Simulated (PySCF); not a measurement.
**Polarisability and C₆ of Ca (calcium, neutral)**

[Ar] 4s1 4p1, high-spin 3P determinant (an excited configuration). Computed with PySCF 2.14 in dyall-av3z, with the spin-free X2C one-electron Hamiltonian (Gaussian nucleus). Coupled (time-dependent) response in atomic units; α is the mean over directions.

```
method  mean α (bohr³)         α xx, yy, zz  C₆ (like pair)   S(−4)
  TPSS           288.8  278.2, 310.0, 278.2            3329  359900
```

S(−4) is the Cauchy moment in α(ω) = α(0) + S(−4) ω² + …

α(iu) at TPSS:

```
u (hartree)  α(iu) (bohr³)
          0          288.8
     0.0500          146.6
      0.100          87.91
      0.200          38.31
      0.300          21.41
      0.500          10.26
      0.750          5.940
       1.00          4.090
       1.50          2.376
       2.00          1.564
       3.00         0.8218
       5.00         0.3421
```

A single London oscillator, α(iu) = α/(1 + u²/ω²), gives C₆ = (3/4) ω α². Matching the computed C₆ needs ω = 4 × 3329 / (3 × 288.8²) = 0.0532 hartree.

The components differ because the open shell of this determinant is not spherical; for a pure term their mean is the scalar polarisability.
